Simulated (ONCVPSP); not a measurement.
# Before and after: ONCV potential for gallium

* Element: gallium
* Generator: ONCVPSP 4.0.1
* Type: optimised norm-conserving Vanderbilt (ONCV)
* Functional: LDA (Perdew-Zunger)
* Relativity: scalar-relativistic
* Frozen core: [Ne] 3s2
* Valence charge: 19
* Reference configuration: 3p6 3d10 4s1 4p2
* Partial waves: 4s: rc 2.05 bohr, ncon 4, nbas 8, qcut 2.6 1/bohr, 2 projectors, debl 3.5 Ha; 3p+4p: rc 0.95 bohr, ncon 4, nbas 7, qcut 14.6 1/bohr, 2 projectors; 3d: rc 0.95 bohr, ncon 4, nbas 9, qcut 14.5 1/bohr, local
* Local potential: the d channel
* Core correction: Teter function fitted to the true core (icmod 2), fcfact 0.7

All-electron outer shells of the reference configuration (LDA (Perdew-Zunger), scalar-relativistic, ld1.x):

```
shell  level (eV)  outermost node (bohr)  outermost maximum (bohr)
   2p    -1100.06                      –                      0.15
   3s     -149.35                   0.27                      0.56
   3p     -100.57                   0.24                      0.56
   3d      -21.27                      –                      0.53
   4s      -10.28                   0.81                      1.85
   4p       -3.50                   0.87                      2.44
```

Change: s: debl 0.25. In the s channel the program set the typed energies aside and used -0.378, 0.250 Ha.

Cutoffs: the cutoffs (Ha) at which the residual kinetic energy of the hardest occupied pseudo-wave falls to 1 and 0.1 mHa per electron; they do not see the model core or the augmentation charge, which bear on the density cutoff. Errors are all-electron minus pseudo energies relative to the spin-unpolarised reference configuration.

Question: Predict the effect on cutoff, ghosts and configuration errors.

Answer: The potential gets neither clearly harder nor softer (94 Ha and 111 Ha → 94 Ha and 111 Ha); both files keep a bound ghost (s); the errors of the 4 common tests hardly move; the range in which the s phases agree narrows (upper end 4.9 → 2.7).

```tsv
quantity	base	changed
cutoff, loose	94 Ha	94 Ha
cutoff, tight	111 Ha	111 Ha
bound ghosts	s	s
GHOST(+) flags under 300 eV	s at 161.6 eV	s at 121.9 eV
error for 3p6 3d10 4s2 4p1, meV [ΔE -6.61 eV]	-8.1	-8.1
error for 3p6 3d10 4s2 4p0, meV [ΔE -0.72 eV]	-10	-10
error for 3p6 3d10 4s1 4p0, meV [ΔE 20.78 eV]	+2.1	+1.9
error for 3p6 3d10 4s2 4p0.5, meV [ΔE -4.49 eV]	-9.3	-9.3
s: phases at 2.08 bohr within 0.05 rad from the reference energy up to (Ha; the scan ends near 5)	4.9	2.7
p: phases at 0.97 bohr within 0.05 rad from the reference energy up to (Ha; the scan ends near 5)	to the end of the scan	to the end of the scan
d: phases at 0.97 bohr within 0.05 rad from the reference energy up to (Ha; the scan ends near 5)	2.5	2.5
rms error of d²Exc/dni dnj with the model core, mHa	2.09	2.09
```

 A true bound ghost makes a file unfit for plane-wave use even where its test errors are small: the radial tests pick states by their node count and pass the ghost by.
